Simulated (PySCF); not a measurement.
Compound: C7H9F3O.
Geometry (PBE0-D3(BJ)/def2-SVP, Å), atoms numbered from 1 in this order:
```
atom  x, y, z in Å
F1    -1.8251   -0.9160   -2.0095
C2    -0.5896   -0.3956   -1.6921
C3    -0.5774    0.0406   -0.2699
C4    -1.6212    0.9523    0.3667
C5    -1.5795    0.0842    1.6546
C6    -0.5271   -0.8024    1.0082
C7     0.6430    0.0185    0.6050
O8     1.7375   -0.7315    0.1709
C9     2.7059   -0.0187   -0.4532
F10    3.7632   -0.8125   -0.5903
F11    2.3101    0.3599   -1.6909
H12    0.1799   -1.1616   -1.8694
H13   -0.3928    0.4568   -2.3652
H14   -1.3408    2.0142    0.4646
H15   -2.5866    0.8824   -0.1517
H16   -2.5263   -0.4435    1.8313
H17   -1.2783    0.5876    2.5878
H18   -0.4193   -1.8857    1.1046
H19    0.9249    0.9173    1.1782
H20    2.9894    0.8977    0.0993
```

Level of theory: PBE0-D3(BJ)/def2-SVP geometry optimisation, gas phase in PySCF 2.14.0.

Take the most abundant isotopes and a rigid rotor. The values belong to one conformer with, in the numbering `[F:1][CH2:2][C@@:3]12[CH2:4][CH2:5][C@@H:6]1[C@H:7]2[O:8][CH:9]([F:10])[F:11]`, F1–C2–C3–C4 -51°, C6–C7–O8–C9 167°, C7–O8–C9–F10 169°.

What are A, B and C (GHz)?

Ia = 280.97, Ib = 700.77, Ic = 860.87 u·Å²; 505379 MHz·u·Å²/I gives 1799, 721.2 and 587.1 MHz, that is A = 1.7987, B = 0.7212, C = 0.5871 GHz.

Classify the top.

An asymmetric top: κ = (2 × 721.2 − 1799 − 587.1)/(1799 − 587.1) = -0.78.

Is it planar, by Δ = Ic − Ia − Ib?

Not planar: Δ = Ic − Ia − Ib = -120.86 u·Å². For a rigid frame Δ = −2 Σ m c², so Σ m c² = 60.43 u·Å² lies off the ab plane: 12.77 from hydrogen and 47.66 from heavier atoms. The atom farthest from that plane is 2.05 Å away.

Give the other two planar moments, Paa and Pbb, and the rms extents of the mass along the axes.

Paa = Σ m a² = (Ib + Ic − Ia)/2 = 640.33 and Pbb = Σ m b² = (Ia + Ic − Ib)/2 = 220.54 u·Å². With the mass M = 166.06 u, the rms extents √(P/M) along a, b and c are 1.96, 1.15, 0.60 Å.

Which lines would a microwave search look for?

The dipole components are |μa| = 0.45 D, |μb| = 2.19 D, |μc| = 1.73 D. The squared components, which scale the intensities, stand as 0.04 : 1.00 : 0.62 (a : b : c). Some lines, for components of 0.1 D or more:

```json
{"type": "c", "branch": "Q", "J(Ka,Kc)": "2(1,2) ← 2(0,2)", "MHz": "955", "lower level (cm⁻¹)": "0.131"}
{"type": "a", "branch": "R", "J(Ka,Kc)": "2(1,1) ← 1(1,0)", "MHz": "2751", "lower level (cm⁻¹)": "0.084"}
{"type": "c", "branch": "Q", "J(Ka,Kc)": "4(2,3) ← 4(1,3)", "MHz": "2787", "lower level (cm⁻¹)": "0.496"}
{"type": "b", "branch": "Q", "J(Ka,Kc)": "3(2,1) ← 3(1,2)", "MHz": "3097", "lower level (cm⁻¹)": "0.313"}
{"type": "a", "branch": "R", "J(Ka,Kc)": "3(0,3) ← 2(0,2)", "MHz": "3878", "lower level (cm⁻¹)": "0.131"}
{"type": "c", "branch": "R", "J(Ka,Kc)": "2(1,1) ← 1(0,1)", "MHz": "3962", "lower level (cm⁻¹)": "0.044"}
{"type": "b", "branch": "Q", "J(Ka,Kc)": "4(2,3) ← 4(1,4)", "MHz": "4124", "lower level (cm⁻¹)": "0.451"}
{"type": "a", "branch": "R", "J(Ka,Kc)": "4(1,4) ← 3(1,3)", "MHz": "4943", "lower level (cm⁻¹)": "0.286"}
{"type": "b", "branch": "Q", "J(Ka,Kc)": "4(3,2) ← 4(2,3)", "MHz": "5761", "lower level (cm⁻¹)": "0.589"}
{"type": "c", "branch": "Q", "J(Ka,Kc)": "4(4,1) ← 4(3,1)", "MHz": "7988", "lower level (cm⁻¹)": "0.781"}
{"type": "c", "branch": "R", "J(Ka,Kc)": "3(3,1) ← 2(2,1)", "MHz": "9655", "lower level (cm⁻¹)": "0.284"}
{"type": "c", "branch": "R", "J(Ka,Kc)": "4(3,2) ← 3(2,2)", "MHz": "10985", "lower level (cm⁻¹)": "0.415"}
```

Estimate the classical rotational partition function at 25 K, 50 K and 100 K.

Point group C1, symmetry number σ = 1; q = (√π/σ)·√((kT/h)³/(ABC)), k/h = 20836.6 MHz/K: 24100 at 25 K, 68300 at 50 K, 193000 at 100 K.

Whether it is a minimum is left open (no frequencies). Zero-point vibration and centrifugal distortion are left out.

Rough CPU time on one thread of a shared machine: about 4 min. That covers the optimisation of the geometry.
